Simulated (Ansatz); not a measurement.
A structure drawn as `c1ccc2nc3ccccc3nc2c1`, with this starting geometry:

```xyz
22

C    -1.532    3.101   -1.050
C    -2.661    2.258   -0.940
C    -2.530    0.958   -0.558
C    -1.247    0.433   -0.264
N    -1.124   -0.839    0.109
C     0.099   -1.289    0.375
C     0.282   -2.636    0.776
C     1.532   -3.102    1.049
C     2.661   -2.259    0.940
C     2.530   -0.958    0.559
C     1.247   -0.432    0.264
N     1.124    0.839   -0.108
C    -0.099    1.289   -0.375
C    -0.282    2.636   -0.776
H    -1.675    4.127   -1.356
H    -3.637    2.663   -1.166
H    -3.378    0.297   -0.468
H    -0.594   -3.262    0.853
H     1.675   -4.128    1.355
H     3.637   -2.664    1.165
H     3.378   -0.297    0.469
H     0.593    3.262   -0.853
```

Total charge 0; spin multiplicity 1.

Task: Relax it with Ansatz at PBE-D4/def2-SVP and then PBE0-D4/def2-TZVP. Is the drawn bonding still there?

Result: Yes, every drawn bond is still there and no new one forms.

Task: Give the relaxed structure. (Best estimate.)

Result: The calculation gave: 
Z-matrix (Å, degrees):
```
C
C 1 1.420
C 1 1.360 2 120.8
H 1 1.084 2 119.2 3 -180.0
C 2 1.360 1 120.8 3 0.0
H 2 1.084 1 119.2 3 180.0
C 3 1.420 1 120.2 2 0.0
H 3 1.083 1 122.2 2 -180.0
C 5 1.420 2 120.2 1 -0.0
H 5 1.083 2 122.2 1 -180.0
N 7 1.330 3 119.5 1 -180.0
N 9 1.330 5 119.5 2 -180.0
C 11 1.330 7 117.0 3 -180.0
C 12 1.330 9 117.0 5 -180.0
C 13 1.420 11 119.5 7 180.0
C 14 1.420 12 119.5 9 -180.0
C 15 1.360 13 120.2 11 -180.0
H 15 1.083 13 117.6 11 -0.0
C 16 1.360 14 120.2 12 -180.0
H 16 1.083 14 117.6 12 -0.0
H 17 1.084 15 120.0 13 180.0
H 19 1.084 16 120.0 14 180.0
```
No frequency check was run.

Atoms count as bonded under 1.1 times the sum of their covalent radii (H–H under 0.85 Å, pairs among N, O and F under 1.55 Å), and a drawn bond as lost past 1.3 times.
